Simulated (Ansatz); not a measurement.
Li₁₁F₁₁ (started as a model of: (LiF)11 cage of four- and six-membered rings). Charge 0, multiplicity 3. Geometry r2SCAN-D4/def2-SVP, that of the neutral singlet.

```xyz
22

Li   -2.173   -1.692    1.550
F    -2.577   -0.724    0.117
Li   -2.196    0.693    1.191
F    -1.967   -0.281    2.671
Li   -0.291   -0.883    2.849
F    -0.542   -2.370    1.815
Li    0.468   -2.402    0.374
F    -0.163   -1.910   -1.245
Li   -1.589   -0.832   -1.361
F    -1.313    0.698   -2.229
Li   -0.924    2.122   -1.167
F    -0.981    1.864    0.600
Li    0.642    1.618    1.327
F     1.016    0.181    2.357
Li    2.283   -0.178    1.123
F     2.082   -1.625    0.137
Li    1.494   -1.249   -1.529
F     2.122    1.424    0.307
Li    0.264    1.047   -2.970
F     0.570    2.571   -2.035
Li    2.012    1.706   -1.422
F     1.763    0.221   -2.460
```

At PBE-D4/def2-SVP the gap within one spin of the charge 0 triplet nearly closes, so an electron or hole may be smeared out by delocalisation error. At PBE0-D4/def2-SVP a singlet of charge 0 lies 8.52 eV below the triplet at the same geometry.

Question: Estimate the α-spin orbital energies around the gap (eV) in Ansatz with PBE-D4/def2-SVP, PBE0-D4/def2-SVP.

Answer: 
```tsv
orbital	PBE-D4/def2-SVP	PBE0-D4/def2-SVP
HOMO−5	-9.09	-11.02
HOMO−4	-9.08	-10.98
HOMO−3	-9.04	-10.96
HOMO−2	-8.99	-10.92
HOMO−1	-8.84	-10.66
HOMO	-1.53	-1.73
LUMO	-1.16	-0.75
LUMO+1	-1.03	-0.65
LUMO+2	-1.02	-0.59
LUMO+3	-0.57	-0.14
LUMO+4	-0.55	-0.10
LUMO+5	-0.32	0.07
β HOMO	-8.70	-10.36
β LUMO	-8.78	-9.60
```
